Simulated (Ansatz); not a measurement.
```yaml
crystal:
  periodic: [false, false, false]
  atoms:
    - {symbol: S, position_ang: [-1.279595, 0.888583, 1.663485]}
    - {symbol: C, position_ang: [0.768759, 0.968212, 0.360078]}
    - {symbol: C, position_ang: [0.277421, -0.017078, -0.104711]}
    - {symbol: B, position_ang: [0.608648, -1.368006, -1.096092]}
    - {symbol: N, position_ang: [-0.661768, -1.294642, -0.599919]}
    - {symbol: H, position_ang: [-1.490025, 2.131117, 1.362497]}
    - {symbol: H, position_ang: [1.626387, 1.484018, 1.105123]}
    - {symbol: H, position_ang: [1.582170, -1.817210, -2.282666]}
    - {symbol: H, position_ang: [-1.365842, -1.254151, -0.459638]}
basis:
  gaussian: {orbitals: aug-pcseg-2}
magnetization: {spin_polarized: true, initial_magnetization: 1}
hamiltonian: {xc: {name: r2SCAN}}
output: {forces: true}
```

```sh
$ ansatz run in.yaml --threads 2 --pin off --events-out ev --progress --plain --max-ram 4352MiB
```

Shortened log:

```
Error: a molecule whose nuclei and cores have a total charge of 44 cannot have a net charge of 0 together with 1 unpaired electrons
```

(1) What is wrong with this run?

Results:

(1) The number of unpaired electrons doesn't fit the electron count. The input was rejected before any iteration.
